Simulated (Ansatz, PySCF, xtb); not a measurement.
Noncovalent pair: CH4O (SMILES CO) (first 6 atoms) with CH2O2 (SMILES O=CO); geometry from B3LYP-D3(BJ)/def2-TZVP, rigid monomers moved along the line of their centres of mass till O2···H11 is 1.58 Å.
(charge 0, multiplicity 1):
```xyz
11

C     -0.1896    -0.3503     0.1830
O      0.4893    -0.8055     1.3522
H     -0.9040     0.4454     0.4141
H     -0.7288    -1.2018    -0.2278
H      0.5196     0.0110    -0.5655
H      0.9374    -0.0547     1.7799
O      0.8192     0.8509     3.3933
C      0.0088     0.2168     4.0306
O     -0.6470    -0.8509     3.6051
H     -0.2752     0.4703     5.0598
H     -0.3586    -1.0422     2.6689
```

Monomers are frozen at their geometry in the pair; levels with a basis set take the counterpoise correction. Rows marked so take none.

Cores are frozen in the correlated methods. Rows in STO-3G carry no dispersion term and start afresh at each structure.

Codes used: Ansatz (Gaussian orbitals); PySCF for STO-3G rows; xtb for the GFN methods. Each number belongs to the level named beside it.

Question: Give the interaction energy at the level HF/STO-3G (no counterpoise).

Answer: -50 kJ/mol

Question: Predict the interaction energy from CCSD(T)/aug-cc-pVDZ.

Answer: -34 kJ/mol

Question: What interaction energy does GFN-FF give?

Answer: -22 kJ/mol

Ansatz is an electronic-structure program.
